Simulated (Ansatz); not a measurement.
`C#CCCCCCCCCCC=C` with charge -1, relaxed as a doublet with UKS PBE-D4/def2-SVP in Ansatz, starting from the PBE-D4/def2-SVP geometry of the neutral singlet. Force threshold 0.03 eV/Å.

The highest occupied level of the relaxed charge -1 doublet lies above zero (up to 2.58 eV). By energy differences it is unbound by 1.19 eV (each at its own geometry, against the charge 0 singlet, at PBE-D4/def2-SVP) and held by the finite basis.

Start:

```xyz
35

C    -1.973   -1.777    0.389
C    -2.003   -1.071    1.388
C    -1.975   -0.192    2.557
C    -0.719   -0.353    3.449
C     0.607   -0.399    2.681
C     0.833    0.762    1.708
C     2.108    0.605    0.872
C     2.233    1.591   -0.300
C     1.061    1.572   -1.297
C     0.723    0.190   -1.867
C    -0.440    0.220   -2.874
C    -0.769   -1.130   -3.442
C    -1.961   -1.749   -3.353
H    -1.949   -2.386   -0.504
H    -2.047    0.859    2.199
H    -2.887   -0.358    3.171
H    -0.717    0.487    4.177
H    -0.819   -1.284    4.047
H     0.644   -1.348    2.101
H     1.446   -0.455    3.409
H     0.853    1.732    2.256
H    -0.036    0.818    1.021
H     3.001    0.701    1.528
H     2.144   -0.436    0.479
H     2.346    2.625    0.095
H     3.177    1.372   -0.846
H     1.293    2.267   -2.134
H     0.149    1.992   -0.815
H     1.626   -0.246   -2.351
H     0.450   -0.505   -1.044
H    -1.342    0.652   -2.389
H    -0.170    0.911   -3.708
H     0.060   -1.648   -3.964
H    -2.130   -2.744   -3.794
H    -2.817   -1.272   -2.845
```

| step | energy (eV) | largest force component (eV/Å) | SCF passes |
| --- | --- | --- | --- |
| 1 | -13808.0035 | 1.952 | 52 |
| 2 | -13808.1402 | 0.670 | 34 |
| 3 | -13808.1827 | 0.378 | 32 |
| 4 | -13808.2164 | 0.381 | 32 |
| 5 | -13808.2464 | 0.676 | 30 |
| 6 | -13808.2697 | 0.411 | 29 |
| 7 | -13808.2942 | 0.431 | 32 |
| 8 | -13808.2996 | 0.294 | 28 |
| 9 | -13808.3198 | 0.171 | 25 |
| 10 | -13808.3314 | 0.301 | 28 |
| 11 | -13808.3468 | 0.391 | 28 |
| 13 | -13808.3635 | 0.170 | 28 |
| 15 | -13808.3760 | 0.258 | 29 |
| 17 | -13808.4021 | 0.569 | 30 |
| 19 | -13808.4377 | 0.366 | 30 |
| 21 | -13808.4506 | 0.094 | 24 |
| 23 | -13808.4544 | 0.092 | 24 |
| 25 | -13808.4575 | 0.073 | 24 |
| 27 | -13808.4593 | 0.043 | 25 |
| 29 | -13808.4603 | 0.042 | 25 |
| 31 | -13808.4606 | 0.021 | 26 |

Force components are those of the run's own axes.

End:

```csv
atom,x (Å),y (Å),z (Å)
C1,-0.946,-2.067,0.540
C2,-1.842,-1.201,0.917
C3,-2.026,-0.254,2.059
C4,-0.961,-0.282,3.196
C5,0.487,-0.298,2.689
C6,0.820,0.799,1.674
C7,2.102,0.514,0.885
C8,2.345,1.453,-0.309
C9,1.171,1.556,-1.299
C10,0.680,0.223,-1.878
C11,-0.612,0.375,-2.707
C12,-1.098,-0.897,-3.348
C13,-1.925,-1.780,-2.725
H14,-0.947,-2.663,-0.410
H15,-2.083,0.787,1.656
H16,-3.028,-0.404,2.529
H17,-1.137,0.586,3.879
H18,-1.121,-1.197,3.809
H19,0.616,-1.273,2.163
H20,1.199,-0.269,3.547
H21,0.871,1.805,2.156
H22,-0.019,0.839,0.951
H23,2.987,0.543,1.562
H24,2.033,-0.534,0.518
H25,2.584,2.476,0.065
H26,3.255,1.111,-0.854
H27,1.457,2.242,-2.130
H28,0.312,2.053,-0.794
H29,1.482,-0.239,-2.499
H30,0.456,-0.496,-1.060
H31,-1.400,0.752,-2.013
H32,-0.457,1.166,-3.480
H33,-0.692,-1.139,-4.351
H34,-2.237,-2.714,-3.223
H35,-2.326,-1.573,-1.716
```

By distances, no bond broke or formed. The bond that changes most is C1–C2, from 1.22 to 1.30 Å (atoms count from 1). A close non-bonded pair moves further: H14–H35, from 2.73 to 2.19 Å.

No frequencies were taken in this run, so the end may be a saddle point.

It took 5 min on 4 threads of Arm Neoverse V2 on a shared host, peak host memory 0.65 GiB.
